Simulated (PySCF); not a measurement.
## Re⁴¹⁺: ionisation energy

Re⁴¹⁺ [Ar] 3d10 4s2 4p4 (3P) → Re⁴²⁺ [Ar] 3d10 4s2 4p3 (4S), as a difference of total energies. Calculation: PySCF 2.14, in an uncontracted even-tempered set (19 s from 4.1 bohr⁻², ratio 2.5; 14 p from 5.3 bohr⁻², ratio 2.5; 8 d from 9.5 bohr⁻², ratio 2.5; 4 f from 29 bohr⁻², ratio 2.7; 4 g from 44 bohr⁻², ratio 2.7); the spin-free X2C one-electron Hamiltonian (Gaussian nucleus). Correlated levels: outer shells: [Ne] frozen; virtual orbitals above 40 to 60 times the deepest correlated orbital energy dropped. The calculations carry no spin-orbit coupling.

```json
{"method": "UHF", "ionisation energy (eV)": "2047.2"}
{"method": "LDA", "ionisation energy (eV)": "2050.9"}
{"method": "PBE", "ionisation energy (eV)": "2050.3"}
{"method": "PBE0", "ionisation energy (eV)": "2050.0"}
{"method": "r2SCAN", "ionisation energy (eV)": "2049.7"}
{"method": "B3LYP", "ionisation energy (eV)": "2050.4"}
{"method": "MN15", "ionisation energy (eV)": "2055.4"}
{"method": "MP2 (outer shells)", "ionisation energy (eV)": "2048.8"}
{"method": "SCS-MP2 (outer shells)", "ionisation energy (eV)": "2048.8"}
```

Spin-orbit coupling is strong in these open shells (close to jj coupling). The scalar numbers leave it out and a first-order estimate fails, so it can dominate the gap to the real levels.

Breit and QED terms and the two-electron picture change are absent.

For comparison: 2025 ± 4 eV (theoretical estimate listed by NIST; NIST Atomic Spectra Database, ionization energies).
